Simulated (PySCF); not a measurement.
These are PySCF 2.14.0 with PBE-D3(BJ)/def2-TZVP // r2SCAN-D4/def2-SVP values and carry that method's errors. All species are isolated molecules in the gas phase. 

Reference species: [Ag(CO)(H)] (neutral, multiplicity 1).

```yaml
dipole_moment: 3.40 D
charge on the central atom (Mulliken): -0.06 e
```

Changed species: [Ag(NH3)(Cl)] (L = NH3, X = Cl; the reference has L = CO, X = H).

Q: Predict the effect on the dipole moment and charge on the central atom (Mulliken).

A: the dipole moment rises by 5.77 D, to 9.17 D; the charge on the central atom (Mulliken) rises by 0.30 e, to 0.24 e.
